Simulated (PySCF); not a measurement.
Ga2(mu-OMe)2(H)4, C2H10Ga2O2, singlet at its GFN2-xTB optimised geometry (Å):

```
16

Ga     0.7360     1.3245     0.0000
Ga    -0.7407    -1.2706     0.0005
O      0.0444     0.0006     1.2650
C      0.1642    -0.0676     2.6849
H      1.0866     0.4312     2.9974
H     -0.6884     0.4246     3.1612
H      0.1943    -1.1155     2.9982
H      2.2811     1.3245     0.0000
H     -0.1348     2.5989     0.0000
O      0.0441     0.0005    -1.2645
C      0.1625    -0.0683    -2.6845
H      0.1826    -1.1165    -2.9980
H     -0.6856     0.4321    -3.1602
H      1.0895     0.4218    -2.9974
H      0.0485    -2.5989     0.0005
H     -2.2811    -1.1734     0.0006
```

Level of theory: PySCF with PBE0/def2-TZVP. Cells within 0.4 Å of a nucleus heavier than hydrogen are left out (blank, or x).

Map of the electron localisation function on the plane z = 0.0 Å:

```
|000000000000000000000000000|
|000000000000000000000000000|
|000000000003665100000000000|
|000000000179999710000000000|
|000000000699999930000000000|
|000000001999999930011100000|
|000000003999999831368720000|
|000000002899997223799981000|
|000000000489941312999995000|
|000000000024417x61999997000|
|00000000000011xx61999997000|
|000000000000002422999996000|
|000003530000000013899982000|
|000069996200000001378830000|
|000399999410000000001100000|
|000699999226300000000000000|
|00089999917xx11000000000000|
|00079999916x613310000000000|
|000499998212159972000000000|
|000069985224999997100000000|
|000014531149999998100000000|
|000000000159999998000000000|
|000000000059999994000000000|
|000000000028999950000000000|
|000000000002565200000000000|
|000000000000000000000000000|
|000000000000000000000000000|
```
Scale: ten equal steps from 0.000 (start of '0') to 1.000 (end of '9'), in the order '0123456789'; x runs from -5.00 to 5.00, y from -5.00 (bottom) to 5.00 (top).
